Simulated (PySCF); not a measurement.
# From a computed spectrum to the compound

A species of 10 atoms with charge 0 has these harmonic modes (PBE0, small Gaussian bases with core potentials, PySCF 2.14.0):

| cm⁻¹ | km/mol | symmetry |
| --- | --- | --- |
| 48 | 11.1 |  |
| 109 | 0.0 |  |
| 112 | 0.1 |  |
| 241 | 0.0 |  |
| 258 | 0.0 |  |
| 264 | 0.1 |  |
| 331 | 0.0 |  |
| 423 | 19.3 |  |
| 426 | 19.5 |  |
| 526 | 1.8 |  |
| 527 | 0.1 |  |
| 535 | 510.5 |  |
| 557 | 31.1 |  |
| 558 | 157.1 |  |
| 559 | 176.1 |  |
| 1525 | 39.8 |  |
| 1526 | 41.7 |  |
| 1531 | 0.1 |  |
| 3544 | 16.2 |  |
| 3544 | 15.1 |  |
| 3546 | 1.6 |  |
| 3623 | 2.5 |  |
| 3624 | 7.5 |  |
| 3625 | 6.7 |  |

Problem. Which species is it, and in which structure?

Solution. Lu(NH2)3 (singlet in the valence; each metal's 4f electrons, 14 of them, lie in its core potential, out of spins and levels):
```xyz
10

Lu   -0.0010    0.0018   -0.0067
N     2.1165   -0.0016   -0.1867
H     2.7514    0.7966   -0.1665
H     2.7167   -0.8207   -0.2831
N    -1.0538    1.8295    0.2518
H    -2.0588    1.9481    0.3806
H    -0.6667    2.7731    0.2735
N    -1.0530   -1.8448    0.0017
H    -2.0586   -1.9916    0.0903
H    -0.6493   -2.7793   -0.0657
```
Ideal gas at 298.15 K and 1 bar: S = 383.3 J/(mol K), Cp = 128.2 J/(mol K), H − H(0 K) = 25.3 kJ/mol (rigid rotor, harmonic modes, spin degeneracy alone, that of the 4f electrons in the core included; the modes under 60 cm⁻¹ make these uncertain). An lcecp potential fixes the number of 4f electrons, so in runs with it no electron can move into or out of that shell.
 This is one of several that fit.
